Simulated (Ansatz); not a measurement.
CH₄GaO (`[CH3][Ga][OH]`) radical, relaxed with UKS PBE0-D4/def2-TZVP in the Gaussian-basis code of Ansatz from a PBE-D4/def2-SVP geometry. The force threshold is 0.005 eV/Å; the program also tests the step.

Charge 0, multiplicity 2.

Start:

```xyz
7

C     0.158   -0.303    0.992
Ga    0.949    0.494   -0.705
O    -0.122    0.714   -2.166
H    -0.009    0.521    1.714
H     0.865   -1.034    1.430
H    -0.805   -0.796    0.747
H    -1.037    0.405   -2.013
```

(1) How much energy does the relaxation release, and in how many steps? (An estimate is asked.)

(2) Which bonds change most? (Best estimate.)

(3) Give the relaxed structure. (An estimate is asked.)

Answers

(1) Ansatz gave: 0.03 eV, in 24 steps, 4 of them rejected.

(2) The calculation gave: C1–Ga2 from 2.034 to 2.009 Å; Ga2–O3 from 1.825 to 1.805 Å; C1–H5 from 1.107 to 1.088 Å; O3–H7 from 0.978 to 0.961 Å.

(3) Computed: 
```xyz
7

C     0.172   -0.356    0.956
Ga    0.972    0.092   -0.831
O    -0.132    0.736   -2.106
H    -0.272    0.554    1.367
H     0.920   -0.745    1.646
H    -0.611   -1.102    0.800
H    -1.049    0.820   -1.832
```
